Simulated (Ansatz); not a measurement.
A single point on CH4SiZn.

```yaml
crystal:
  periodic: [false, false, false]
  atoms:
    - {symbol: C, position_ang: [-0.974669, 0.142961, -0.736201]}
    - {symbol: Si, position_ang: [0.377472, 0.436924, 0.265656]}
    - {symbol: Zn, position_ang: [1.564513, -2.146272, 1.149775]}
    - {symbol: H, position_ang: [-0.875765, -0.017905, -1.803463]}
    - {symbol: H, position_ang: [-1.966585, -0.014574, -0.328509]}
    - {symbol: H, position_ang: [0.228139, 0.766978, 1.700708]}
    - {symbol: H, position_ang: [1.708194, 0.763987, -0.293666]}
basis:
  gaussian: {orbitals: def2-QZVPP}
correlation: {method: mp2, frozen_orbitals: {C: 1, H: 0, Si: 5, Zn: 9}}
```

```sh
$ ansatz run in.yaml --threads 2 --pin off --events-out ev --progress --plain --max-ram 4352MiB
```

It prints (some lines left out):

```
Functional definition: HF
2142 factors; integrals over basis functions are off by at most 9.9e-4 eV
mean field evaluation 1: about -57328.6327 eV, gradient 3.6e1 eV
mean field evaluation 2: about -57328.7001 eV, gradient 3.6e1 eV
mean field evaluation 4: about -57332.4813 eV, gradient 3.5e0 eV
mean field evaluation 8: about -57332.5600 eV, gradient 7.1e-1 eV
mean field evaluation 16: about -57332.5637 eV, gradient 2.3e-6 eV
mean field -57332.56367074 eV, -2106.9328534922 hartree, gradient 2.3e-6 eV, S^2 0.000000; 1 other end points of the search recorded, 0 dependent functions left out; unrestricted orbitals would lower it
15 core orbitals not correlated: weight in the atoms' cores, before any rotation towards them, 1.000 or more for the frozen orbitals, at most 0.000 for the correlated occupied ones
reference -57332.56367074 eV, -2106.9328534922 hartree; 12, 12 occupied and 320, 320 virtual orbitals, 2142 factors
second order -23.20478280 eV of doubles, -0.00000000 eV of singles
Total energy: -57355.76845354 eV, -2107.7856135314 hartree
```

It took 13 s on 2 threads of an INTEL XEON PLATINUM 8581C on a shared host, with 1.3 GiB of host memory at the peak.
